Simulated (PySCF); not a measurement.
Carbon: a sound run and one with changed settings

Sound run: C⁺ [He] 2s2 2p1, C²⁺ [He] 2s2. All numbers are calculated (PySCF 2.14, no relativity, point nucleus, in def2-TZVP (5s3p2d1f, 31 functions)). In the sound run the correlated levels freeze 1s2. The sound run starts from symmetry-adapted Hartree-Fock orbitals and uses a fine grid where one is needed.

Changed run: basis STO-3G. This setting is unsound on purpose.

```csv
species,method,sound run (hartree),changed run (hartree),converged
C⁺,UHF,-37.29554,-36.87037,yes
C⁺,TPSS,-37.44382,-37.01517,yes
C⁺,PBE,-37.37216,-36.93592,yes
C⁺,MP2,-37.34547,-36.89090,yes
C⁺,CCSD(T),-37.37057,-36.91145,yes
C²⁺,UHF,-36.40730,-35.97831,yes
C²⁺,TPSS,-36.52481,-36.08938,yes
C²⁺,PBE,-36.45883,-36.01618,yes
C²⁺,MP2,-36.44981,-36.01050,yes
C²⁺,CCSD(T),-36.47998,-36.04086,yes
```

Ionisation energy of C⁺:

```
 method  sound run (eV)  changed run (eV)
    UHF          24.170            24.274
   TPSS          25.008            25.192
    PBE          24.853            25.027
    MP2          24.372            23.957
SCS-MP2          24.335            23.893
   CCSD          24.203            23.690
CCSD(T)          24.234            23.690
```

A minimal basis cannot let orbitals breathe on ionisation and holds almost no correlation.

For comparison, NIST gives 24.383 eV between the lowest levels.
